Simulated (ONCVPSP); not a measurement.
**boron: one change to an ONCV potential, before and after**

```
Element                 : B (Z = 5)
Generator               : ONCVPSP 4.0.1
Type                    : optimised norm-conserving Vanderbilt (ONCV)
Functional              : PBE
Relativity              : scalar-relativistic
Frozen core             : [He]
Valence charge          : 3
Reference configuration : 2s2 2p1
Partial waves           : 2s: rc 1.25 bohr, ncon 3, nbas 7, qcut 5.5 1/bohr, 1 projector; 2p: rc 3.05 bohr, ncon 4, nbas 9, qcut 4.4 1/bohr, 2 projectors, debl 3.1 Ha
Local potential         : polynomial inside 1.00 bohr (lpopt 4, dvloc0 0 Ha)
Core correction         : none
```

All-electron outer shells of the reference configuration (PBE, scalar-relativistic, ld1.x):

| shell | level (eV) | outermost node (bohr) | outermost maximum (bohr) |
| --- | --- | --- | --- |
| 1s | -180.59 | – | 0.21 |
| 2s | -9.44 | 0.46 | 1.52 |
| 2p | -3.61 | – | 1.57 |

Change: all radii scaled by about 0.93 (s 1.16, p 2.82 bohr); local potential polynomial inside 0.92 bohr (lpopt 4, dvloc0 0 Ha).

Cutoffs: the cutoffs (Ha) at which the residual kinetic energy of the hardest occupied pseudo-wave falls to 1 and 0.1 mHa per electron; they do not see the model core or the augmentation charge, which bear on the density cutoff. Errors are all-electron minus pseudo energies relative to the spin-unpolarised reference configuration.

Problem. What does the change do?

Solution. The potential gets neither clearly harder nor softer (12 Ha and 17 Ha → 12 Ha and 17 Ha); of the 4 tests that both files solve, the error grows in 0 and shrinks in 3 by more than 15 % and 0.3 meV (median size 86.7 → 72.0 meV); neither file shows a bound ghost. Less of the atom is replaced, so other configurations are described better.

```tsv
quantity	base	changed
cutoff, loose	12 Ha	12 Ha
cutoff, tight	17 Ha	17 Ha
loose cutoff by channel	s 12 Ha, p 6.1 Ha	s 12 Ha, p 6.5 Ha
bound ghosts	none	none
GHOST(+) flags under 300 eV	none	none
error for 2s2 2p0, meV [ΔE 8.22 eV]	+97	+80
error for 2s1 2p0, meV [ΔE 33.64 eV]	+313	+267
error for 2s2 2p0.5, meV [ΔE 2.89 eV]	+14	+11
error for 2s0 2p3, meV [ΔE 11.72 eV]	-76	-64
```
